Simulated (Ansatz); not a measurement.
CH3Li, charge -1, doublet, at a GFN2-xTB geometry (such geometries of metal compounds can be far from the true shape) (a state made from the parent by changing its charge; the spin is typed, not shown lowest) (a gas-phase anion, which may not be bound at this level); Ansatz (a first-principles code) with PBE0/cc-pVDZ.

Here is a job for Ansatz.
Ansatz 0.2 input:
```yaml
crystal:
  periodic: [false, false, false]
  atoms:
    - {symbol: Li, position_ang: [-1.20662055, -0.71723209, -1.05828569]}
    - {symbol: C, position_ang: [0.29200003, 0.17356889, 0.25610326]}
    - {symbol: H, position_ang: [0.88001435, -0.55142896, 0.87715171]}
    - {symbol: H, position_ang: [-0.10349501, 0.89346180, 1.01926889]}
    - {symbol: H, position_ang: [1.09134210, 0.76825007, -0.25818308]}
basis:
  gaussian:
    orbitals: cc-pVDZ
hamiltonian:
  xc: pbe0
total_charge: -1
magnetization: {spin_polarized: false, initial_magnetization: 1}
```

What the program printed (banner, timings and long lists left out):

```
Functional definition: PBE0
488 factors; their error is unknown
mean field evaluation 1: about -1287.4062 eV, gradient 1.0e1 eV
mean field evaluation 2: about -1287.2919 eV, gradient 1.2e1 eV
mean field evaluation 4: about -1287.7373 eV, gradient 2.0e-1 eV
mean field evaluation 8: about -1287.7313 eV, gradient 7.0e-2 eV
mean field evaluation 16: about -1287.7314 eV, gradient 1.4e-5 eV
mean field -1287.73136910 eV, -47.3232549589 hartree, gradient 1.4e-5 eV, S^2 0.750000; 2 other end points of the search recorded, 0 dependent functions left out
reference -1287.73142430 eV, -47.3232569874 hartree; 7, 6 occupied and 36, 37 virtual orbitals, 488 factors
Total energy: -1287.73142430 eV, -47.3232569874 hartree
```
